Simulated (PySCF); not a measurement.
A structure optimised at PBE-D3(BJ)/def2-TZVP, used in a PySCF frequency run:

```xyz
9

C      1.2043    -0.3649    -0.2503
N      0.1623     0.3975     0.2535
C     -1.2040    -0.0169    -0.0030
H      1.0470    -0.8157    -1.2299
H      2.2120    -0.0757     0.0426
H      0.3152     0.7565     1.1927
H     -1.4566    -0.9927     0.4565
H     -1.3546    -0.1082    -1.0893
H     -1.9004     0.7444     0.3729
```
Charge 0, spin multiplicity 2.

Write its SMILES and formula.

[CH2]NC, C2H6N

What are its rotational constants (standard atomic weights)?

42.637, 9.7412, 8.4643 GHz
